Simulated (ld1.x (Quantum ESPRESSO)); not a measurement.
palladium: from the effect back to the setting (ultrasoft)

Base potential:

| Item | Value |
| --- | --- |
| Element | Pd (Z = 46) |
| Generator | ld1.x (Quantum ESPRESSO) 7.5 |
| Type | ultrasoft |
| Functional | PBEsol |
| Relativity | scalar-relativistic |
| Frozen core | [Ar] 3d10 |
| Valence charge | 18 |
| Reference configuration | 4s2 4p6 4d10 5s0 |
| Partial waves | 4s (bound): rcut 1.50, rcutus 1.80 bohr; 5s (bound, empty): rcut 1.50, rcutus 1.80 bohr; 4p (bound): rcut 1.05, rcutus 1.25 bohr; 4p channel at -1.7 Ry: rcut 1.05, rcutus 1.25 bohr; 4d (bound): rcut 1.00, rcutus 1.30 bohr; 4d channel at 0.95 Ry: rcut 1.00, rcutus 1.30 bohr |
| Local potential | all-electron potential smoothed inside 1.55 bohr (lloc = -1) |
| Core correction | none |
| Augmentation charge | built from norm-conserving waves at rcut, not smoothed further |

Cutoffs, loose and tight: the cutoffs (Ry, on a coarse ladder) from which the occupation-weighted sum of valence levels, in a spherical-Bessel basis at the reference potential, stays within 10 and 1 mRy of its value at 400 Ry. They do not see the model core or the augmentation charge, which bear on the density cutoff. Test errors are all-electron minus pseudo excitation energies from the reference, over the configurations 4s2 4p6 4d9 5s0; 4s2 4p6 4d8 5s0; 4s2 4p6 4d7 5s0; 4s2 4p6 4d9 5s1; 4s2 4p6 4d8 5s1; 4s2 4p6 4d9.5 5s0; 4s1 4p6 4d10 5s0; variants that change the core or the reference have their own tests.

A file whose overlap is not positive is unfit for use, and its test errors describe a broken file.

Only the p radius is moved:

| p radius (bohr) | bound ghosts | largest test error (meV) | median size of the test errors |
| --- | --- | --- | --- |
| 0.84 | not determined (overlap not positive) | -2802 | 15.6 meV |
| 1.04 | not determined (overlap not positive) | -2802 | 15.8 meV |
| 1.26 | not determined (overlap not positive) | -2802 | 15.9 meV |
| 1.48 | not determined (overlap not positive) | -2803 | 19.8 meV |
| 1.88 | not determined (overlap not positive) | -2841 | 144.2 meV |

Task: One more run gave bound ghosts: not determined (overlap not positive); largest test error (meV): -2808; median size of the test errors: 33.9 meV. Which value of the p radius was used?

Result: 1.62 bohr. The median size of the test errors moves one way along this sweep, from 15.6 meV at 0.84 to 144.2 meV at 1.88 bohr, which places the run between 1.48 and 1.88 bohr.
